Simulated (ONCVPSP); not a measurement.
**PBE ONCV dataset for C (Z = 6), scalar-relativistic all-electron reference.**

| Item | Value |
| --- | --- |
| Element | C (Z = 6) |
| Generator | ONCVPSP 4.0.1 |
| Type | optimised norm-conserving Vanderbilt (ONCV) |
| Functional | PBE |
| Relativity | scalar-relativistic |
| Frozen core | [He] |
| Valence charge | 4 |
| Reference configuration | 2s2 (charge +2) |
| Partial waves | 2s: rc 1.15 bohr, ncon 5, nbas 8, qcut 7.3 1/bohr, 2 projectors, debl 1.1 Ha; p scattering state at 0.14 Ha: rc 1.05 bohr, ncon 3, nbas 7, qcut 7.8 1/bohr, local; d scattering state at 0.36 Ha: rc 1.20 bohr, ncon 4, nbas 8, qcut 8.5 1/bohr, 2 projectors, debl 3.2 Ha |
| Local potential | the p channel |
| Core correction | none |

In the s channel the program set the typed energies aside and used -1.484, 0.250 Ha. In the p channel the program set the typed energies aside and used 0.050 Ha.

Question: Estimate the cutoffs (Ha) at which the residual kinetic energy of the hardest occupied pseudo-wave falls to 1 and 0.1 mHa per electron.

Answer: 22 Ha and 30 Ha.

Question: Does the potential have ghost states?

Answer: Ghosts flagged at negative energy: s at -988.5 eV; GHOST(+) flags only above 600 eV. A true bound ghost makes a file unfit for plane-wave use.

Question: Tests: 2s2 2p2; 2s2 2p1; 2s1; 2s1 2p3. Which has the largest error in its energy relative to the reference configuration, and how large is it?

Answer: 2s1 2p3, with -558 meV (all-electron minus pseudo) on -26.54 eV.
